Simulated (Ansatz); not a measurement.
## Telling isomers of C2BSe apart by their spectra

These gas-phase data were calculated for one isomer of C2BSe at PBE0-D3(BJ)/pcseg-1 (harmonic, unscaled wavenumbers; equilibrium rotational constants with average atomic masses):

| Quantity | Value |
| --- | --- |
| rotational constants | 2.007 GHz |
| all wavenumbers above 1500 cm⁻¹ | 2076 |

Candidates:

(1) `[C]1=C2[Se]B12`, a doublet
(2) `[B]=C=C=[Se]`, a doublet
(3) `[C]#CB=[Se]`, a doublet

Problem. Which structure fits? Where the bands don't settle it, estimate the moments of inertia from typical bond lengths.

Solution. Candidate (2). The rotational constants decide: (1) would give 35.5, 4.098, 3.674 GHz; (3) would give 819.9, 1.774, 1.77 GHz.

The same quantities for all candidates:

```
     rotational constants (GHz)  wavenumbers above 1500 cm⁻¹  E above the lowest, PBE0-D3(BJ)/pcseg-1 (kcal/mol)
(1)          35.5, 4.098, 3.674                         1698                                                24.6
(2)                       2.007                         2076                                                 7.8
(3)          819.9, 1.774, 1.77                         1645                                                 0.0
```

Harmonic stretches to hydrogen usually lie a few per cent above observed fundamentals. Open shells are spin-unrestricted. Programs: Ansatz 0.2.0.
